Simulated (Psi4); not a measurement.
H4Al (SMILES [AlH4-]), charge -1, singlet, at a GFN2-xTB geometry (such geometries of metal compounds can be far from the true shape) (a gas-phase anion, which may not be bound at this level); TPSS/6-31G run with Psi4.

Psi4 was given this input:
```
memory 2 GB

molecule mol {
-1 1
  Al    0.000000    0.000000    0.000000
  H     1.189264   -0.207851    1.091787
  H    -1.184882    0.904432    0.653920
  H    -0.599867   -1.450317   -0.431617
  H     0.595484    0.753737   -1.314090
}

set basis 6-31g
set reference rks
set dft_nuclear_scheme becke

energy('tpss')
print_variables()
```

What the program printed (banner, timings and long lists left out):

```
   => Loading Basis Set <=

    Name: 6-31G
    Role: ORBITAL
    Keyword: BASIS

         ---------------------------------------------------------
                                   SCF
               by Justin Turney, Rob Parrish, Andy Simmonett
                          and Daniel G. A. Smith
                              RKS Reference
         ---------------------------------------------------------

  ==> Geometry <==

    Molecular point group: c1
    Full point group: C1

    Geometry (in Angstrom), charge = -1, multiplicity = 1:

       Center              X                  Y                   Z               Mass
    ------------   -----------------  -----------------  -----------------  -----------------
         AL           0.000000032497    -0.000000032497    -0.000000000000    26.981538530000
         H            1.189264032497    -0.207851032497     1.091787000000     1.007825032230
         H           -1.184881967503     0.904431967503     0.653920000000     1.007825032230
         H           -0.599866967503    -1.450317032497    -0.431617000000     1.007825032230
         H            0.595484032497     0.753736967503    -1.314090000000     1.007825032230

  Running in c1 symmetry.

  Rotational constants: A =      2.36739  B =      2.36739  C =      2.36739 [cm^-1]
  Rotational constants: A =  70972.63085  B =  70972.62371  C =  70972.58614 [MHz]
  Nuclear repulsion =   18.099606132417655

  Charge       = -1
  Multiplicity = 1
  Electrons    = 18
  Nalpha       = 9
  Nbeta        = 9

  ==> Algorithm <==

  SCF Algorithm Type is DF.
  DIIS enabled.
  MOM disabled.
  Fractional occupation disabled.
  Guess Type is SAD.
  Energy threshold   = 1.00e-06
  Density threshold  = 1.00e-06
  Integral threshold = 1.00e-12

  ==> Primary Basis <==

  Basis Set: 6-31G
    Blend: 6-31G
    Number of shells: 15
    Number of basis functions: 21
    Number of Cartesian functions: 21
    Spherical Harmonics?: false
    Max angular momentum: 1

  ==> DFT Potential <==

   => LibXC <=

    Version 7.1.2
    S. Lehtola, C. Steigemann, M. J. T. Oliveira, and M. A. L. Marques,  SoftwareX 7, 1–5 (2018) (10.1016/j.softx.2017.11.002)

   => Composite Functional: TPSS <=

    TPSS Meta-GGA XC Functional

    J. Tao, et al., Phys. Rev. Lett., 91, 146401, 2003

    Deriv               =              1
    GGA                 =           TRUE
    Meta                =           TRUE

    Exchange Hybrid     =          FALSE
[...]
   @DF-RKS iter   1:  -244.77402888842838   -4.36035e-01   1.02467e-02 ADIIS/DIIS
   @DF-RKS iter   2:  -244.82015807087265   -4.61292e-02   5.06274e-03 ADIIS/DIIS
   @DF-RKS iter   3:  -244.83365069584076   -1.34926e-02   8.06336e-04 ADIIS/DIIS
   @DF-RKS iter   4:  -244.83395128378285   -3.00588e-04   9.64753e-05 DIIS
   @DF-RKS iter   5:  -244.83395493668283   -3.65290e-06   3.09842e-06 DIIS
   @DF-RKS iter   6:  -244.83395494199104   -5.30821e-09   8.35860e-08 DIIS
  Energy and wave function converged.

  ==> Post-Iterations <==

   Electrons on quadrature grid:
      Ntotal   =   18.0000063041 ; deviation = 6.304e-06

    Orbital Energies [Eh]
    ---------------------

    Doubly Occupied:

[...]
    Virtual:

[...]
    Final Occupation by Irrep:
              A
    DOCC [     9 ]
    NA   [     9 ]
    NB   [     9 ]

  @DF-RKS Final Energy:  -244.83395494199104

   => Energetics <=

    Nuclear Repulsion Energy =             18.0996061324176551
    One-Electron Energy =                -379.3893911091313385
    Two-Electron Energy =                 136.7804416274215384
    DFT Exchange-Correlation Energy =     -20.3246115926988864
    Empirical Dispersion Energy =           0.0000000000000000
    VV10 Nonlocal Energy =                  0.0000000000000000
    Total Energy =                       -244.8339549419910384

Computation Completed

Properties will be evaluated at   0.000000,   0.000000,   0.000000 [a0]

Properties computed using the SCF density matrix

 Multipole Moments:

 ------------------------------------------------------------------------------------
     Multipole            Electronic (a.u.)      Nuclear  (a.u.)        Total (a.u.)
 ------------------------------------------------------------------------------------

 L = 1.  Multiply by 2.5417464519 to convert [e a0] to [Debye]
 Dipole X            :         -0.0000008           -0.0000008           -0.0000017
 Dipole Y            :          0.0000073            0.0000008            0.0000081
 Dipole Z            :          0.0000036            0.0000000            0.0000036
 Magnitude           :                                                    0.0000090

 ------------------------------------------------------------------------------------

  Variable Map:
  ----------------------------------------------------------------------------
[...]
  Array Variable Map:
  ----------------------------------------------------------------------------
[...]
[...]
```
